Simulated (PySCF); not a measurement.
H₆Mo, SMILES [MoH6-], charge -1, multiplicity 2.

The structure is a stationary point at r2SCAN-D4/def2-TZVPD. The geometry has at least one imaginary mode, so it is a saddle point at that level. The spin state was assumed, not searched. The def2 effective core potentials stand for the cores of Mo; spin–orbit coupling is left out.

Two levels are set side by side: PBE/def2-TZVPD (PySCF) and r2SCAN/def2-TZVPD (PySCF). Same geometry, gas phase. Differences are taken from unrounded values.

```csv
quantity,r2SCAN,PBE,PBE minus r2SCAN
α-spin orbital gap (eV),1.78,1.13,-0.65
β-spin orbital gap (eV),3.30,2.69,-0.60
mean polarisability (bohr³),75.2,78.1,2.9
```

Rough cost on one machine, each run with all the roots and properties that it gave: r2SCAN against PBE about 2 times.
